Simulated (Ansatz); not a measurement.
The inner images of a band of CH6FNOSi (11 atoms, charge 0, multiplicity 1) are given out of order.

Method: RKS BHLYP/def2-SVP in Ansatz.

First end point:

```xyz
11
Properties=species:S:1:pos:R:3
O -1.117 -0.998 1.481
C 0.098 -1.006 0.803
N 0.539 0.291 0.372
Si 0.291 0.960 -1.178
F -1.260 1.367 -1.429
H -1.789 -0.633 0.907
H 0.820 -1.438 1.500
H 0.064 -1.658 -0.081
H 0.735 0.916 1.139
H 0.599 -0.050 -2.204
H 1.085 2.193 -1.290
```

Last end point:

```xyz
11
Properties=species:S:1:pos:R:3
O -1.158 -1.317 0.684
C 0.205 -1.034 0.740
N 0.539 0.313 0.367
Si 0.151 1.005 -1.151
F -1.375 1.540 -1.233
H -1.630 -0.691 1.229
H 0.619 -1.227 1.737
H 0.670 -1.742 0.049
H 0.736 0.928 1.140
H 0.308 -0.026 -2.188
H 0.999 2.192 -1.353
```

Problem. Put them in order from the first end to the last, with their energies above the first end.
A.
```xyz
11
Properties=species:S:1:pos:R:3
O -1.145 -1.165 1.266
C 0.161 -1.039 0.790
N 0.508 0.292 0.385
Si 0.218 0.959 -1.163
F -1.329 1.415 -1.342
H -1.672 -0.460 0.898
H 0.823 -1.363 1.598
H 0.332 -1.710 -0.062
H 0.680 0.921 1.154
H 0.457 -0.078 -2.179
H 1.033 2.172 -1.323
```
B.
```xyz
11
Properties=species:S:1:pos:R:3
O -1.174 -1.241 1.106
C 0.172 -1.046 0.780
N 0.487 0.294 0.379
Si 0.194 0.956 -1.171
F -1.350 1.415 -1.354
H -1.623 -0.403 1.042
H 0.794 -1.316 1.641
H 0.431 -1.728 -0.037
H 0.678 0.922 1.145
H 0.446 -0.082 -2.183
H 1.008 2.172 -1.328
```
C.
```xyz
11
Properties=species:S:1:pos:R:3
O -1.126 -1.057 1.383
C 0.137 -1.018 0.801
N 0.547 0.292 0.382
Si 0.251 0.962 -1.161
F -1.301 1.403 -1.343
H -1.736 -0.582 0.821
H 0.825 -1.402 1.559
H 0.205 -1.685 -0.070
H 0.711 0.922 1.152
H 0.491 -0.071 -2.182
H 1.062 2.178 -1.321
```
D.
```xyz
11
Properties=species:S:1:pos:R:3
O -1.187 -1.266 0.825
C 0.184 -1.022 0.763
N 0.523 0.312 0.354
Si 0.169 0.963 -1.190
F -1.369 1.445 -1.342
H -1.602 -0.559 1.315
H 0.675 -1.223 1.723
H 0.572 -1.743 0.038
H 0.716 0.946 1.112
H 0.394 -0.082 -2.199
H 0.989 2.172 -1.378
```
E.
```xyz
11
Properties=species:S:1:pos:R:3
O -1.189 -1.263 0.950
C 0.177 -1.038 0.771
N 0.498 0.300 0.368
Si 0.181 0.956 -1.181
F -1.362 1.416 -1.359
H -1.601 -0.438 1.196
H 0.741 -1.271 1.683
H 0.503 -1.741 -0.003
H 0.691 0.930 1.130
H 0.435 -0.083 -2.190
H 0.991 2.175 -1.344
```

Solution. C (+0.3 kcal/mol), A (+1.5 kcal/mol), B (+2.3 kcal/mol), E (+1.7 kcal/mol), D (+1.0 kcal/mol).

The run took 58 s on 2 threads of AMD EPYC 7R13 Processor (Zen 3) (shared host), peak memory 0.24 GiB.
